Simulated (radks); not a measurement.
Problem. Excited configurations of F3+: one electron is placed in a higher orbital outside [He] 2s2 2p1. The ground configuration is [He] 2s2 2p2. Calculated with a radial shooting solver on a logarithmic mesh with Libxc functionals: scalar-relativistic Kohn-Sham, r2SCAN, spin-polarised, spherical densities, finite nucleus; open shells are filled with parallel spins first; meta-GGA in the generalised Kohn-Sham scheme; Fermi nuclear charge, rms radius 2.8976 fm. Excitation = E - E(ground); binding = E(ion) - E, where the ion is the core of charge +4; n* = 4/sqrt(2 binding) in atomic units, and the quantum defect is n - n*.

outer orbital  excitation (eV)  binding (eV)     n*  quantum defect  eigenvalue (eV)  <r> (bohr)
6d                      81.927         6.405  5.830           0.170           -5.738       12.11
6f                      82.222         6.109  5.969           0.031           -5.442       11.96
7p                      83.354         4.978  6.613           0.387           -4.511       16.39
7f                      83.820         4.511  6.947           0.053           -4.048       16.79

Estimate the row for 4d.

Solution. excitation (eV) 73.928; binding (eV) 14.403; n* 3.888; quantum defect 0.112; eigenvalue (eV) -12.643; <r> (bohr) 4.897. The Delta-SCF ionisation energy is 88.331 eV (NIST Atomic Spectra Database: 87.18 eV, semi-empirical). Self-interaction in the functional shifts the binding energies and quantum defects, so they are the method's values and not measured ones. Open shells are spherical and high-spin; term and fine-structure splittings are not resolved.
